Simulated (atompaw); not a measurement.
## Cutoff test, tellurium (Te), PAW (atompaw)

```
Element                 : tellurium (Te)
Generator               : atompaw 4.2.0.5
Type                    : PAW
Functional              : PBEsol
Relativity              : scalar-relativistic
Frozen core             : [Kr] 4d10
Valence charge          : 6
Reference configuration : 5s2 5p4
Partial waves           : 5s (bound): rc 2.00 bohr; 5s channel at -0.4 Ry: rc 2.35 bohr; 5p (bound): rc 2.35 bohr; 5p channel at 3.1 Ry: rc 2.35 bohr
Local potential         : bessel scheme, radius 1.75 bohr
Core correction         : smooth core density matched at 2.25 bohr
Augmentation charge     : besselshape compensation charge, radius 2.15 bohr; PAW radius 2.35 bohr; waves and projectors: custom rrkj vanderbiltortho
```

The pseudo-atom Hamiltonian at the reference potential is diagonalised in spherical Bessel functions j_l(qr) that vanish at 20 bohr, with q² up to the cutoff. All-electron valence levels (Ry): 5s -1.1137, 5p -0.4386.

**Question.** How do the lowest levels (Ry) of each channel move with the cutoff, and are there ghosts?

**Answer.**

| cutoff (Ry) | s #1 | p #1 | d #1 | d #2 | f #1 | f #2 | Σ f·Δε (mRy) |
| --- | --- | --- | --- | --- | --- | --- | --- |
| 8 | -1.1127 | -0.4368 | 0.0282 | 0.0868 | 0.1131 | 0.2380 | 9.8 |
| 10 | -1.1134 | -0.4380 | 0.0216 | 0.0840 | 0.1131 | 0.2380 | 3.5 |
| 12 | -1.1134 | -0.4384 | 0.0176 | 0.0827 | 0.1131 | 0.2379 | 1.6 |
| 15 | -1.1135 | -0.4386 | 0.0158 | 0.0821 | 0.1131 | 0.2379 | 0.8 |
| 18 | -1.1136 | -0.4386 | 0.0150 | 0.0819 | 0.1131 | 0.2379 | 0.4 |
| 21 | -1.1137 | -0.4386 | 0.0149 | 0.0818 | 0.1131 | 0.2379 | 0.3 |
| 400 | -1.1137 | -0.4387 | 0.0149 | 0.0818 | 0.1131 | 0.2379 | 0.0 |

Result: no extra level below or beside the all-electron valence levels (s, p, d, f tested); 10 mRy is reached at 8 Ry and 1 mRy at 15 Ry.
